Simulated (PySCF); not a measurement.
Bonds (- single, = double, # triple, : aromatic): O1=C2 1.176 Å, C2-Cl3 1.742 Å, C2-C4 1.550 Å, C4-F5 1.330 Å, C4-F6 1.327 Å, C4-F7 1.320 Å.

Geometry: PBE0-D3(BJ)/def2-TZVP; GIAO shifts from PySCF 2.14.0 with density-fitted response routines, gas phase, non-relativistic, averaged over equivalent atoms.

At KT3/pcSseg-2 (259 basis functions, 60 s wall time on 1 thread of an Arm Neoverse N1, shared host):
| atoms | δ (ppm) |
| --- | --- |
| O1 | 540.1 |
| C2 | 167.1 |
| C4 | 124.1 |
| Cl3 | 428.3 |
| F5/F6/F7 | -103.1 |

δ = σ(ref) − σ, references computed at the same level: ¹⁷O (325.30 ppm) vs H2O; ¹³C (183.24 ppm) vs TMS; HCl for ³⁵Cl (942.39 ppm); ¹⁹F (145.48 ppm) against CFCl3.

What do these become at PBE0/pcSseg-2?

## Answers


```csv
atoms,δ at PBE0/pcSseg-2,change
O1,599.8,+59.7
C2,177.7,+10.6
C4,125.7,+1.6
Cl3,436.8,+8.5
F5/F6/F7,-86.4,+16.7
```

Scale: ¹⁷O (329.54 ppm) vs H2O; ¹³C (186.03 ppm) vs TMS; ³⁵Cl (945.66 ppm) against HCl; ¹⁹F (174.31 ppm) against CFCl3 (reference shieldings calculated alike).

The largest change is at O1 (carbonyl oxygen). Cost: 259 basis functions, 55 s wall time on 1 thread of an Arm Neoverse N1, shared host.

Carbons that carry Cl, above all several Cl atoms, come out too deshielded, partly because spin–orbit coupling is missing. Unscaled 19F shifts against computed CFCl3 carry errors that often reach 10 to 50 ppm. Unscaled 17O shifts of doubly bonded oxygen tend to come out too high, by tens of ppm or more. Experimental scales use liquid or dissolved standards, which lie at an offset from isolated H2O (liquid H2O: subtract about 36 ppm).
